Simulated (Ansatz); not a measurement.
The same path of GaH$_{6}$NOSi (10 atoms, charge 0, multiplicity 1) was run 3 times with different band settings. Lost on the way: Si4–H10. Made: O3–H10.

These are results of RKS r2SCAN-D4/def2-SVP (Ansatz), not measurements.

Relaxed end points:

```xyz
10
Properties=species:S:1:pos:R:3
N -1.226 1.567 -1.578
Ga 0.199 0.631 -1.010
O -0.164 -0.277 0.489
Si 0.567 -1.300 1.558
H -1.247 2.147 -2.408
H -2.116 1.557 -1.092
H 1.592 0.566 -1.673
H -0.233 -2.554 1.702
H 1.948 -1.678 1.109
H 0.680 -0.659 2.904
```

```xyz
10
Properties=species:S:1:pos:R:3
N -1.041 1.020 -1.084
Ga 0.561 0.420 -0.457
O 0.351 0.146 1.485
Si 0.349 -1.714 1.227
H -1.104 1.255 -2.071
H -1.874 0.503 -0.813
H 1.974 0.967 -0.772
H -1.109 -1.667 0.764
H 0.812 -1.373 -0.326
H 1.080 0.443 2.047
```

Common settings: climbing image yes; spring 5.0 eV/Å²; optimiser quadratic models (default); start path through a guess of the saddle point; end points relaxed.

| run | movable images | force threshold | iteration limit |
| --- | --- | --- | --- |
| 1 | 9 | 0.05 eV/Å | 35 |
| 2 | 9 | 0.2 eV/Å | 32 |
| 3 | 1 | 0.05 eV/Å | 60 |

(1) What does each run give, and how far can it be trusted?

## Answers

(1) Run 1: converged after 21 iterations, highest image 3.248 eV above the first end. Neighbouring images differ by up to 2.0 eV, so the band resolves the path poorly. A vibrational analysis at the climbing image gives one clearly imaginary mode, 1432i cm⁻¹, and a faint second one (33i cm⁻¹) that may be numerical noise or a soft torsion: probably a first-order saddle point.
Run 2: converged after 16 iterations, highest image 3.254 eV above the first end. The threshold of 0.2 eV/Å is loose, so the images may lie well off the minimum-energy path. Neighbouring images differ by up to 2.0 eV, so the band resolves the path poorly. The order of the stationary point at the top wasn't checked.
Run 3: converged after 33 iterations, highest image 3.208 eV above the first end. Neighbouring images differ by up to 3.2 eV, so the band resolves the path poorly. The order of the stationary point at the top wasn't checked. So few images can step over the top or miss a turn of the path.
The orbitals stay closed-shell, which can raise the energy where a bond breaks towards radicals; this wasn't checked here.
